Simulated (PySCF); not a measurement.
Species: C2H6Cl2OSi.
Geometry (PBE0-D3(BJ)/def2-SVP, Å), atoms numbered from 1 in this order:
```xyz
12
C2H6Cl2OSi angstrom
C     -1.5787    0.3534    0.0895
O     -0.2355    0.6697   -0.1689
Si     0.7281    1.6332    0.7496
Cl     0.0266    3.5849    0.6879
C      2.4293    1.6180   -0.0265
Cl     3.1811    0.0148    0.2267
H     -1.9029   -0.4094   -0.6330
H     -2.2279    1.2388   -0.0225
H     -1.7174   -0.0541    1.1069
H      0.7421    1.2113    2.1738
H      2.3644    1.8085   -1.1077
H      3.0797    2.3826    0.4220
```

Linear response at wB97X-D/def2-SVPD (PySCF, frozen core in the response, non-relativistic).

Static isotropic polarisability: 80.68 au (11.95 Å³), principal values 67.6, 80.3, 94.1 au.

(1) What is the polarisability at 1064 nm and at the sodium D line?

(2) What is the isotropic C6 coefficient between two such molecules, C6 = (3/π)∫α(iω)² dω?

(3) Which effective excitation energy ω̄ makes London's formula C6 = (3/4)α²ω̄ exact here?

(4) What molar refraction at the D line follows from R = (4π/3)·N_A·α′, with α′ the polarisability volume?

(5) The lowest 6 singlets have (eV, f): 6.88, 0.031; 7.21, 0.004; 8.03, 0.001; 8.10, 0.022; 8.21, 0.012; 8.29, 0.050. What share of the static polarisability do they carry in the sum over states α = Σ f/ω²?

(6) What does −C6/R⁶ come to at R = 12 Å between centres?

(7) How many electrons N does the Slater–Kirkwood formula C6 = (3/4)·√N·α^(3/2) need to give this C6?

(8) What three-body coefficient follows from the one-pole estimate C9 = (3/4)·α·C6?

Answers

(1) 81.28 au at 1064 nm (+0.8 %), 82.71 au at 589.3 nm (+2.5 %). The rise at 589.3 nm is 3.34 times that at 1064 nm; a pure ω² law gives 3.26. The lowest singlet lies at 180 nm, shorter than both wavelengths.

(2) 2696 au (Eh·bohr⁶) by a ten-point quadrature over imaginary frequencies, which is 1610 eV·Å⁶ or 155 J·nm⁶/mol.

(3) ω̄ = 4·C6/(3α²) = 0.552 Eh = 15.0 eV. A one-pole form α(ω) = α/(1 − ω²/ω̄²) fitted to the 1064 nm value gives 13.5 eV.

(4) α′ = 12.26 Å³ gives R = 30.92 cm³/mol, for isolated, non-vibrating species.

(5) 1.47 au, 1.8 % of α; the largest term, 0.54 au, is that of the state at 8.29 eV. Their oscillator strengths add up to 0.12. Higher states carry the rest.

(6) -52 J/mol. This is the leading, orientation-averaged term; C8 and higher terms are left out.

(7) N = (4·C6/3)²/α³ = 24.6; the species has 74 electrons in all.

(8) 163000 au. This is an estimate from the two numbers above, not a computed integral.

One conformer stands for the species.

Note: wB97X-D ran without an empirical dispersion term, which enters the total energy and its gradient alone.
